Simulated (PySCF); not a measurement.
Species: C4H8P2S.
Geometry (GFN2-xTB, Å), atoms numbered from 1 in this order:
```xyz
15
C4H8P2S angstrom
C      2.534   -0.885    0.605
C      1.538   -0.012    0.630
C      0.462    0.025   -0.359
C     -0.204    1.372   -0.694
P     -1.274    0.249    0.266
P     -2.590   -0.752   -1.164
S     -1.735    0.599    2.132
H      3.300   -0.891    1.361
H      2.621   -1.622   -0.176
H      1.464    0.717    1.427
H      0.580   -0.658   -1.195
H     -0.412    1.560   -1.739
H      0.183    2.233   -0.162
H     -3.708   -0.092   -0.653
H     -2.763   -1.833   -0.300
```

The closed-shell SCF was solved with PySCF and density fitting under several settings on one GFN2-xTB geometry (grid level 2 and gas phase unless stated).

| settings | basis functions | SCF cycles | E (Eh) | HOMO (eV) | LUMO (eV) | dipole (D) |
| --- | --- | --- | --- | --- | --- | --- |
| PBE0/pcSseg-1 | 180 | 14 | -1237.4435 | -6.31 | -1.11 | 3.50 |
| PBE0/def2-SVPD | 219 | 14 | -1237.0810 | -6.34 | -1.14 | 3.67 |
| PBE0/def2-SVP | 150 | 14 | -1237.0581 | -6.14 | -0.86 | 3.29 |

Question: Estimate the rows for these settings: (1) PBE0/6-31++G**; (2) wB97X/6-31G*, level shift 0.3 Eh, energy threshold 1e-08 Eh; (3) PBE0/pcSseg-1, fitting basis def2-qzvpp-jkfit.

Answer: 
| settings | basis functions | SCF cycles | E (Eh) | HOMO (eV) | LUMO (eV) | dipole (D) |
| --- | --- | --- | --- | --- | --- | --- |
| PBE0/6-31++G** | 186 | 14 | -1237.4660 | -6.28 | -1.23 | 3.70 |
| wB97X/6-31G*, level shift 0.3 Eh, energy threshold 1e-08 Eh | 126 | 13 | -1237.9708 | -8.29 | 1.05 | 3.96 |
| PBE0/pcSseg-1, fitting basis def2-qzvpp-jkfit | 180 | 11 | -1237.4435 | -6.31 | -1.11 | 3.50 |

Question: Over all rows, what range does the HOMO–LUMO gap span?

Answer: From 5.05 eV (PBE0/6-31++G**) to 9.34 eV (wB97X/6-31G*, level shift 0.3 Eh, energy threshold 1e-08 Eh). The functional of the narrowest has 25 % exact exchange, that of the widest range-separated exact exchange.

Question: Compare two rows with the functional PBE0: PBE0/pcSseg-1 and PBE0/def2-SVP. Which energy is lower, and by how much?

Answer: PBE0/pcSseg-1 (180 functions) lies 0.3854 Eh or 242 kcal/mol below PBE0/def2-SVP (150 functions).

Cycle counts include a coarse-grid stage where the run had one. All basis functions are spherical, in the Pople sets too.

One conformer stands for the species.
